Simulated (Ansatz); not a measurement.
CH4GeO2S (`[OH][Ge]1([SH])[CH2][O]1`). Total charge 0; spin multiplicity 1. The structure was optimised at the PBE0-D4/def2-TZVP level. It is one conformer, not always the lowest.

```xyz
9

O     0.045    0.991   -1.857
Ge    0.096    0.338   -0.223
S     1.445    1.571    0.996
C    -0.820   -1.234    0.266
O    -1.569    0.010    0.378
H     0.876    1.408   -2.101
H     1.724    0.559    1.835
H    -0.616   -1.732    1.214
H    -1.181   -1.911   -0.508
```

Q: What is the dipole moment at r2SCAN/def2-TZVPP? (An estimate is asked.)

A: The calculation gave: 3.19 D, with components (3.00, -1.06, 0.19) D in this frame, pointing from negative to positive charge.

Q: And with PBE, B3LYP, ωB97M-V? (Best estimate.)

A: Ansatz gave: PBE 3.08 D, B3LYP 3.35 D, ωB97M-V 3.42 D.

Q: Give the Mulliken charges with r2SCAN, B3LYP, PBE in def2-TZVPP. (An estimate is asked.)

A: The calculation gave: 
```csv
atom,r2SCAN,B3LYP,PBE
O1,-0.40,-0.39,-0.35
Ge2,0.63,0.65,0.56
S3,-0.28,-0.26,-0.27
C4,0.02,-0.08,-0.08
O5,-0.43,-0.43,-0.36
H6,0.20,0.18,0.18
H7,0.12,0.12,0.13
H8,0.06,0.10,0.09
H9,0.08,0.11,0.10
```

B3LYP here is the variant with VWN-RPA as its local correlation; programs differ in this.
